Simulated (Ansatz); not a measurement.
Two isomers of H8O2Si3: A = `O[SiH2][SiH2]O[SiH3]`, B = `O[SiH]([SiH3])O[SiH3]`.

Computed with Ansatz on PBE0-D4/def2-TZVP structures; ΔE is electronic, products minus reactants. CCSD(T)/CBS adds triple-zeta CCSD(T) − MP2 to the extrapolated MP2 energy (def2 sets, frozen cores). DFT in def2-TZVPP. B3LYP here is the variant with VWN-RPA as its local correlation; programs differ in this. One conformer a species, not always the lowest.

Problem. Which isomer does CCSD(T)/CBS put lower? Give the gap. (An estimate is asked.)

Solution. Ansatz gave: B, by 7.3 kcal/mol.

Problem. Give E(B) − E(A) in kcal/mol with B3LYP, CCSD(T)/def2-TZVPP, r2SCAN-D4, PBE0-D4, B3LYP-D4, PBE-D4, LDA (SPW92). (Estimate.)

Solution. The calculation gave: B3LYP -6.9, CCSD(T)/def2-TZVPP -7.5, r2SCAN-D4 -7.7, PBE0-D4 -7.4, B3LYP-D4 -6.9, PBE-D4 -7.3, LDA (SPW92) -8.0. None reverses the order clearly.

Problem. Does the order hold for the free energy at 298.15 K (harmonic terms from PBE0-D4)? (An estimate is asked.)

Solution. The calculation gave: Yes: G(B) − G(A) = -7.8 kcal/mol, for one conformer each. Modes under 60 cm⁻¹, often nearly free rotors, make the harmonic entropy too high.

Largest T1 diagnostic: 0.013.

Leaving LDA and LC-ωPBE aside and taking each functional with its dispersion term where it has one, the values, not all of them listed here, spread over 0.9 kcal/mol, from r2SCAN0-D4 to BLYP-D4.
